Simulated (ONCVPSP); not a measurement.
# LDA (Perdew-Wang 92) ONCV dataset for Li (Z = 3), fully relativistic all-electron reference.

Input for ONCVPSP 4.0.1:

```
# ATOM AND REFERENCE CONFIGURATION
# atsym  z   nc   nv     iexc    psfile
  Li 3.00    1    1  -001012      upf
#
#   n    l    f
    1    0    2.00
    2    0    1.00
#
# PSEUDOPOTENTIAL AND OPTIMIZATION
# lmax
    2
#
#   l,   rc,      ep,       ncon, nbas, qcut
    0    2.25    0.00    4    7    3.10
    1    2.20    0.18    4    9    3.90
    2    2.20    0.31    3    7    4.50
#
# LOCAL POTENTIAL
# lloc, lpopt,  rc(5),   dvloc0
    2    5    2.20    0.00
#
# VANDERBILT-KLEINMAN-BYLANDER PROJECTORs
# l, nproj, debl
    0    2    3.80
    1    2    1.00
    2    0    1.50
#
# MODEL CORE CHARGE
# icmod, fcfact, rcfact
    0    0.00    0.00
#
# LOG DERIVATIVE ANALYSIS
# epsh1, epsh2, depsh
   -2.00    5.00    0.02
#
# OUTPUT GRID
# rlmax, drl
    6.00    0.01
#
# TEST CONFIGURATIONS
# ncnf
    2
# nvcnf
#   n    l    f
    1
    2    0    0.50
#
    2
    2    0    0.00
    2    1    1.00
#
```

Command:

```bash
oncvpspr.x < Li.dat > Li.out
```

Resulting log (shortened: citation, most of the input echo, consistency checks and plot data are left out):

```
ONCVPSP  (Optimized Norm-Conservinng Vanderbilt PSeudopotential)
relativistic version 4.0.1

#   n    l    f        energy (Ha)
    1    0    2.00    -1.8783671D+00
    2    0    1.00    -1.0560746D-01

Reference configufation results
  iterations    22
  all-electron total energy (Ha)   -7.33540085D+00

Begin loop to  construct optimized pseudo wave functions
and semi-local pseudopoentials for all angular momenta

   Wellstate for l =  0  n =  5 kap= -1
     eigenvalue =   3.6944
     asymptotic potential =   4.1944
     half-point radius =  4.0695

Calculating optimized projector #   1

 for l=   0

    Fraction of norm inside rc  0.143564
    Optimizing pswf for qcut=   3.11 a_B^-1,  ecut=   4.82 Ha
    Residual kinetic energy error=  1.13D-05 Ha

    Energy error per electron        Cutoff
         Ha          eV             Ha
         0.01000     0.27211        0.43
         0.00100     0.02721        2.39
         0.00010     0.00272        3.71
         0.00001     0.00027        5.26

Calculating optimized projector #   2

 for l=   0

    Fraction of norm inside rc  0.164379
    Optimizing pswf for qcut=   3.11 a_B^-1,  ecut=   4.82 Ha
    Residual kinetic energy error=  1.48D-01 Ha

    Energy error per electron        Cutoff
         Ha          eV             Ha
         0.01000     0.27211       11.77
         0.00100     0.02721       28.76
         0.00010     0.00272       34.08
         0.00001     0.00027       39.63

   Wellstate for l =  1  n =  3 kap= -2
     eigenvalue =   0.1800
     asymptotic potential =   0.6800
     half-point radius = 10.5965

   Wellstate for l =  1  n =  4 kap= -2
     eigenvalue =   1.1800
     asymptotic potential =   1.6800
     half-point radius =  5.4016

Calculating optimized projector #   1

 for l=   1

    Fraction of norm inside rc  0.164349
    Optimizing pswf for qcut=   3.90 a_B^-1,  ecut=   7.61 Ha
    Residual kinetic energy error=  4.99D-05 Ha

    Energy error per electron        Cutoff
         Ha          eV             Ha
         0.01000     0.27211        2.19
         0.00100     0.02721        4.73
         0.00010     0.00272        6.95
         0.00001     0.00027       23.75

Calculating optimized projector #   2

 for l=   1

    Fraction of norm inside rc  0.175609
    Optimizing pswf for qcut=   3.90 a_B^-1,  ecut=   7.61 Ha
    Residual kinetic energy error=  9.88D-04 Ha

    Energy error per electron        Cutoff
         Ha          eV             Ha
         0.01000     0.27211        4.99
         0.00100     0.02721        7.55
         0.00010     0.00272       14.97
         0.00001     0.00027       47.14

   Wellstate for l =  1  n =  2 kap=  1
     eigenvalue =   0.1800

   Wellstate for l =  1  n =  4 kap=  1
     eigenvalue =   0.9839

Calculating optimized projector #   1

 for l=   1

    Fraction of norm inside rc  0.159198
    Optimizing pswf for qcut=   3.90 a_B^-1,  ecut=   7.61 Ha
    Residual kinetic energy error=  3.10D-05 Ha

    Energy error per electron        Cutoff
         Ha          eV             Ha
         0.01000     0.27211        1.68
         0.00100     0.02721        4.20
         0.00010     0.00272        6.48
         0.00001     0.00027       14.67

Calculating optimized projector #   2

 for l=   1

    Fraction of norm inside rc  0.175613
    Optimizing pswf for qcut=   3.90 a_B^-1,  ecut=   7.61 Ha
    Residual kinetic energy error=  1.12D-03 Ha

    Energy error per electron        Cutoff
         Ha          eV             Ha
         0.01000     0.27211        5.04
         0.00100     0.02721        7.69
         0.00010     0.00272       16.42
         0.00001     0.00027       60.50

   Wellstate for l =  2  n =  3 kap= -3
     eigenvalue =   0.3100
     asymptotic potential =   0.8100
     half-point radius =  5.6108

Calculating optimized projector #   1

 for l=   2

    Fraction of norm inside rc  0.056908
    Optimizing pswf for qcut=   4.51 a_B^-1,  ecut=  10.15 Ha
    Residual kinetic energy error=  4.23D-07 Ha

    Energy error per electron        Cutoff
         Ha          eV             Ha
         0.01000     0.27211        1.15
         0.00100     0.02721        1.92
         0.00010     0.00272        4.62
         0.00001     0.00027        7.03

   Wellstate for l =  2  n =  3 kap=  2
     eigenvalue =   0.3100

Calculating optimized projector #   1

 for l=   2

    Fraction of norm inside rc  0.056910
    Optimizing pswf for qcut=   4.51 a_B^-1,  ecut=  10.15 Ha
    Residual kinetic energy error=  4.23D-07 Ha

    Energy error per electron        Cutoff
         Ha          eV             Ha
         0.01000     0.27211        1.15
         0.00100     0.02721        1.92
         0.00010     0.00272        4.62
         0.00001     0.00027        7.03

Construct Vanderbilt / Kleinmman-Bylander projectors

B matrix Hermiticity error, ll=  0  kap= -1
   1   2    1.4231D-05

  Orthonormal projector coefficients  3.5380E+00  5.9353E-01

B matrix Hermiticity error, ll=  1  kap= -2
   1   2    9.9545D-06

  Orthonormal projector coefficients -1.0233E+00 -3.1304E-01

B matrix Hermiticity error, ll=  1  kap=  1
   1   2   -1.0040D-05

  Orthonormal projector coefficients -9.8147E-01 -2.7846E-01

 Orthonormal scalar projector coefficients, l =  1
 -1.0071E+00 -3.0239E-01 -1.2817E-03 -4.9591E-05

 Orthonormal spin-orbit projector coefficients, l =  1
 -8.4968E-02  4.2509E-02 -1.0501E-02  2.0413E-03

 Orthonormal scalar projector coefficients, l =  2

 Orthonormal spin-orbit projector coefficients, l =  2

Pseudoatom total energy   -0.189714

Diagnostic tests using Vanderbilt-Kleinman-Bylander pseudopotentials
  relativistic with J = L +/- 1/2 projectors

   l  kap   rcore       rmatch      e in        delta e    norm test   slope test

   0  -1   2.2523615   2.3207481  -0.1056075  -0.0000000   1.0000017   1.0000006
   0  -1   2.2523615   2.3207481   3.6943925   0.0000468   1.0000420   1.0000420

   1  -2   2.2123007   2.2794709   0.1800000   0.0000032   1.0000171   1.0000171
   1   1   2.2123007   2.2794709  -0.0161470   0.0000040   1.0000126   1.0000126
   1  -2   2.2123007   2.2794709   1.1800000   0.0000004   1.0000505   1.0000505
   1   1   2.2123007   2.2794709   1.1799654   0.0000004   1.0000490   1.0000490

   2  -3   2.2123007   2.2794709   0.3100000  -0.0000113   1.0000007   1.0000007
   2   2   2.2123007   2.2794709   0.3099959   0.0000061   0.9999968   0.9999968

Diagnostic tests using Vanderbilt-Kleinman-Bylander pseudopotentials
  relativistic with scalar and spin-orbit non-local projectors

   l  kap   rcore       rmatch      e in        delta e    norm test   slope test

   0  -1   2.2523615   2.3207481  -0.1056075  -0.0000000   1.0000017   1.0000006
   0  -1   2.2523615   2.3207481   3.6943925   0.0000468   1.0000420   1.0000420

   1  -2   2.2123007   2.2794709   0.1800000   0.0000162   1.0000204   1.0000204
   1   1   2.2123007   2.2794709  -0.0161470   0.0000181   1.0000150   1.0000150
   1  -2   2.2123007   2.2794709   1.1800000   0.0000029   1.0000554   1.0000554
   1   1   2.2123007   2.2794709   1.1799654   0.0000029   1.0000539   1.0000539

   2  -3   2.2123007   2.2794709   0.3100000  -0.0000113   1.0000007   1.0000007
   2   2   2.2123007   2.2794709   0.3099959   0.0000061   0.9999968   0.9999968

Ghost test for J = L + 1/2

 Testing for bound ghosts
   n   l    E NL Schr. Eq   E Basis Diag.   E Cutoff

   1   0       -0.105607       -0.082344     36.60

   2   1       -0.041391        0.002709     80.25

 Testing for highly-localized positive-energy ghosts
       l    <radius>/rc     E Basis Diag.   E Cutoff

       0        0.934189        5.410068     36.60  WARNING - GHOST(+)

Ghost test for J = L - 1/2

 Testing for bound ghosts
   n   l    E NL Schr. Eq   E Basis Diag.   E Cutoff

   1   0       -0.105607       -0.082344     36.60

   2   1       -0.041396        0.002698     80.25

 Testing for highly-localized positive-energy ghosts
       l    <radius>/rc     E Basis Diag.   E Cutoff

       0        0.934189        5.410068     36.60  WARNING - GHOST(+)

Test configuration 0

   n   l kap    f        eae           eps        diff
   1   0  -1  2.0000   -1.87836709
   2   0  -1  1.0000   -0.10560746   -0.10560748   -1.47E-08

    Total energies and differences
      AE_ref= -7.33540085E+00  AE_tst= -7.33540085E+00  dif=  0.00E+00
      PS_ref= -1.89713635E-01  PS_tst= -1.89713635E-01  dif=  5.55E-17
      PSP excitation error= -5.55E-17

Test configuration 1

   n   l kap    f        eae           eps        diff
   1   0  -1  2.0000   -2.02099402
   2   0  -1  0.5000   -0.19545103   -0.19419560    1.26E-03

    Total energies and differences
      AE_ref= -7.33540085E+00  AE_tst= -7.26032510E+00  dif=  7.51E-02
      PS_ref= -1.89713635E-01  PS_tst= -1.14854224E-01  dif=  7.49E-02
      PSP excitation error=  2.16E-04

Test configuration 2

psatom_r: WARNING lschvkbb convergence error n,l,kap,iter=   2   1  -2

ea(ii),et,emin,emax -1.679537E-01 -1.511583E-01 -1.511583E-01 -1.511583E-01
run_config_r: WARNING for fully non-local PS atom,
 WARNING no output for configuration 3
```

The run took about 2.7 s on one core of a shared server CPU.
